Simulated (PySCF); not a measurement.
BrGaH₂O₂. Atoms are numbered in the order given.

```xyz
6

Ga    -0.0022     0.7532     0.0000
Br    -0.0138    -1.5320     0.0000
O     -1.5510     1.6219     0.0000
H     -1.4356     2.5824     0.0000
O      1.5103     1.6949     0.0000
H      2.3110     1.1536     0.0000
```
Charge 0, spin multiplicity 1.

Coordinates come from a B3LYP-D3(BJ)/def2-SVP optimisation. One conformer was computed; it need not be the lowest.

These are PySCF with PBE/pcSseg-1 values and carry that method's errors.

GIAO shieldings, no solvent; atoms listed in one row are averaged. δ = σ(ref) − σ: ¹⁷O against H2O (σ = 334.3 ppm); ¹H against TMS (σ = 31.49 ppm), references at their B3LYP-D3(BJ)/def2-TZVP geometries, non-relativistic (without spin–orbit terms, shifts of atoms bonded to Cl or Br come out too high).

Computed chemical shifts:
```csv
nucleus,atoms,count,δ (ppm)
¹⁷O,O5,1,104.2
¹⁷O,O3,1,75.8
¹H,H6,1,3.11
¹H,H4,1,2.79
```
